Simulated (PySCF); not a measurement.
AlCl, SMILES [Al][Cl] (connectivity only; charge and spin as stated), neutral, multiplicity 1.

Coordinates come from a PBE0-D3(BJ)/def2-TZVPD optimisation.

All values below come from PBE/def2-TZVPD (PySCF).

The molecule is in vacuum.

Question: Estimate the frontier levels, gap, dipole moment and polarisability. (Estimate from the structure and the level; the computed values follow.)

Answer: 
| Property | Result |
|---|---|
| highest occupied level | -6.09 eV |
| lowest empty level | -2.40 eV |
| orbital gap | 3.69 eV |
| dipole moment | 1.52 D |
| quadrupole, principal values (traceless, Buckingham form, about the centre of nuclear charge) | -2.96, 1.48, 1.48 D·Å |
| mean static polarisability | 55.1 bohr³ (8.16 Å³) |
| polarisability, principal values | 49.9, 49.9, 65.4 bohr³ |
